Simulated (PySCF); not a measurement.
**Calcium: a sound run and one with changed settings**

Sound run: Ca [Ar] 4s2, Ca⁺ [Ar] 4s1. All numbers are calculated (PySCF 2.14, scalar relativity by spin-free X2C-1e, in x2c-SVPall). In the sound run the correlated levels freeze [Ar]. The sound run starts from symmetry-adapted Hartree-Fock orbitals and uses a fine grid where one is needed.

Changed run: initial guess minao, at most 50 SCF cycles, level shift 0.5 hartree.

```tsv
species	method	sound run (hartree)	changed run (hartree)	converged
Ca	UHF	-679.52012	-679.52012	yes
Ca	B3LYP	-680.36521	-680.36521	yes
Ca	BP86	-680.41831	-680.41831	yes
Ca	MP2	-679.53736	-679.52646	yes
Ca	CCSD(T)	-679.54696	-679.54696	yes
Ca⁺	UHF	-679.33084	-679.33084	yes
Ca⁺	B3LYP	-680.13618	-680.13618	yes
Ca⁺	BP86	-680.18760	-680.18760	yes
```

Ionisation energy of Ca:

```json
{"method": "UHF", "sound run (eV)": "5.151", "changed run (eV)": "5.151"}
{"method": "B3LYP", "sound run (eV)": "6.232", "changed run (eV)": "6.232"}
{"method": "BP86", "sound run (eV)": "6.278", "changed run (eV)": "6.278"}
{"method": "MP2", "sound run (eV)": "5.620", "changed run (eV)": "5.323"}
{"method": "SCS-MP2", "sound run (eV)": "5.714", "changed run (eV)": "5.358"}
{"method": "CCSD", "sound run (eV)": "5.881", "changed run (eV)": "5.881"}
{"method": "CCSD(T)", "sound run (eV)": "5.881", "changed run (eV)": "5.881"}
{"method": "CCSDT", "sound run (eV)": "5.881", "changed run (eV)": "5.881"}
{"method": "FCI", "sound run (eV)": "5.881", "changed run (eV)": "5.881"}
```

A level shift leaves the converged SCF energy unchanged but raises the virtual orbital energies, which shrinks MP2 if it is not removed.

For comparison, NIST gives 6.113 eV between the lowest levels.
